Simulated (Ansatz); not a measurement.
Name a neutral molecule of Al, N, S and H with HOMO–LUMO gap (PBE/def2-TZVPP) between 4.90 and 5.20 eV and zero-point energy (PBE0-D4/def2-TZVP) between 115 and 131 kJ/mol (Ansatz, PBE0-D4/def2-TZVP geometry).

`[NH2][Al]([SH])[SH]` (5.06 eV, 116.7 kJ/mol). Other molecules can fit too; these were computed, each in one conformer that needn't be the lowest.
